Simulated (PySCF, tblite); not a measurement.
Isomers of C7H9P. Method: GFN2-xTB as coded in tblite; computed harmonic values from a numerical Hessian at the method's own geometry, unscaled. Against measured fundamentals such values can be off by several per cent, at times by over 20. Modes of hydrogen on phosphorus can be 10 to 20 % off. One conformer each.

Electronic energies: PBE0/pcSseg-1 single points on the GFN2-xTB geometries (PySCF, gas phase).

```csv
SMILES,"electronic energy, lowest = 0 (kcal/mol)"
Cc1cccc(C)p1,1.0
C/C=C/p1cccc1,32.9
Cc1ccc(C)pc1,0.5
C=Cc1[pH]ccc1C,30.1
Cc1cpcc(C)c1,0.0
C=CP1C=CCC=C1,41.7
CC#CP1C=CCC1,47.9
```

Problem. How do GFN2-xTB zero-point energies change the relative energies?

Solution. 
| SMILES | ZPE (kcal/mol) | of it from modes above 1550 cm⁻¹ | electronic (kcal/mol) | with ZPE, lowest = 0 (kcal/mol) | lowest mode (cm⁻¹) | rings |
| --- | --- | --- | --- | --- | --- | --- |
| Cc1cpcc(C)c1 | 85.3 | 41.2 | 0.0 | 0.0 | 10i | 1 |
| Cc1ccc(C)pc1 | 85.4 | 41.1 | 0.5 | 0.6 | 37 | 1 |
| Cc1cccc(C)p1 | 85.4 | 41.1 | 1.0 | 1.1 | 65 | 1 |
| C=Cc1[pH]ccc1C | 82.6 | 42.9 | 30.1 | 27.4 | 18 | 1 |
| C/C=C/p1cccc1 | 83.8 | 44.0 | 32.9 | 31.4 | 37 | 1 |
| C=CP1C=CCC=C1 | 83.7 | 46.1 | 41.7 | 40.1 | 9 | 1 |
| CC#CP1C=CCC1 | 84.0 | 44.2 | 47.9 | 46.5 | 8i | 1 |

The zero-point energies span 2.8 kcal/mol, from `C=Cc1[pH]ccc1C` to `Cc1ccc(C)pc1`. Slightly imaginary modes are left out of the zero-point energy: `Cc1cpcc(C)c1` 10.0i cm⁻¹ and `CC#CP1C=CCC1` 7.5i cm⁻¹. The order is unchanged.

Problem. And how do the electronic energies of GFN2-xTB itself compare?

Solution. `Cc1cpcc(C)c1` 0.0; `Cc1ccc(C)pc1` 1.4; `Cc1cccc(C)p1` 2.7; `C=Cc1[pH]ccc1C` 26.8; `C/C=C/p1cccc1` 35.8; `C=CP1C=CCC=C1` 44.2; `CC#CP1C=CCC1` 41.6 kcal/mol, lowest = 0. Against the energies above, taken from the same isomer `Cc1cpcc(C)c1`, the largest difference is 6.3 kcal/mol.
